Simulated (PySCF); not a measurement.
An unknown shows these calculated signals:

1H NMR (400 MHz, computed): δ 4.27 (m, 1H), 4.01 (m, 1H), 3.88 (m, 1H), 3.52 (d, 3H), 2.48 (m, 1H), 2.35 (m, 1H), 1.93 (m, 1H), 1.80 (m, 1H), 1.50 (m, 1H).

13C{1H} NMR (computed): δ 96.0 (C), 43.4 (CH2), 40.6 (CH2), 7.6 (CH).

- shielding tensors at PBE0/pcSseg-1 (GIAO)
- GFN2-xTB geometry
- program: PySCF 2.14.0 with density-fitted response routines
- no relativistic terms, gas phase, one computed conformer, equivalent nuclei averaged

Referencing at the same level of theory: 1H (σ = 31.72 ppm) and 13C (σ = 186.93 ppm) vs TMS.

Question: Which of these does the molecule contain: a Si–H bond, an S-methyl group, an aldehyde, a ketone?

Answer: 
- A Si–H bond: yes (δH 4.27 (m)).
- An S-methyl group: no.
- An aldehyde: no.
- A ketone: no.

The data belong to SMILES F[C@]12C[C@H](C1)[Si@@H]([SiH3])[SiH2]2, C$_{4}$H$_{11}$FSi$_{3}$; they needn't prove each group on their own.

Carbon signals by region: 1 at 50–100 ppm, 3 below 50 ppm.

Splittings by 19F in the carbon and heteronuclear signals aren't shown, as no couplings were computed. Shifts are as computed. Against solution values, carbons near 30 ppm lie about +3 ppm off and those near 130 ppm about +5 ppm. Of 1211 compounds with measured shifts, 218 miss one by over three times the rms of a fit or turn the order of signals round; such compounds aren't used in these exercises. Multiplicities follow the n + 1 count of equivalent neighbours, as no J values were calculated; m marks all less simple cases, F and P coupling included.
